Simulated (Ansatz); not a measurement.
Reactions of GeH4OS2, SMILES `[OH][GeH2][S]S`.

Calculated with Ansatz (gas phase, PBE0-D4/def2-TZVP geometries, no zero-point term in ΔE). CBS: MP2 limit from def2 TZ/QZ plus the TZ coupled-cluster correction, frozen cores. This one scheme is used for every species. Functionals use def2-TZVPP. For Ge, Se outer-core shells are correlated without core-valence functions, which leaves a few kJ/mol of doubt a bond. Scalar relativity is left out up to krypton. One conformer a species, not always the lowest.

| reaction | CCSD/CBS(def2) (kJ/mol) | HF/CBS(def2) (kJ/mol) | MP2/CBS(def2) (kJ/mol) | ωB97X-V (kJ/mol) |
| --- | --- | --- | --- | --- |
| `[OH][GeH2][S]S` + H–F → `[OH][GeH2][F]` + `SS` | -17 | -49 | -6 | -27 |
| `[OH][GeH2][S]S` + disilane → `[OH][GeH2][SiH2][SiH3]` + `SS` | 40 | 48 | 48 | 41 |
| `[OH][GeH2][S]S` + `NCF` → `[OH][GeH2][NH]CF` + `SS` | 34 | 31 | 39 | 34 |
| `[OH][GeH2][S]S` + H₂O → `[OH][GeH2][OH]` + `SS` | 19 | -2 | 26 | 13 |
| `[OH][GeH2][S]S` + `C[SiH](O)O` → `C[SiH](O)[O][GeH2][OH]` + `SS` | -7 | -20 | -1 | -11 |
| `[OH][GeH2][S]S` + `C[SeH]` → `C[Se][GeH2][OH]` + `SS` | -13 | -14 | -12 | -11 |

(1) Give the CCSD(T)/CBS values in the same order. (Estimate.)

Largest T1 diagnostic: 0.013, for `[OH][GeH2][SiH2][SiH3]`.

Answers

(1) Ansatz gave: -12, 41, 35, 22, -5, -11 kJ/mol.
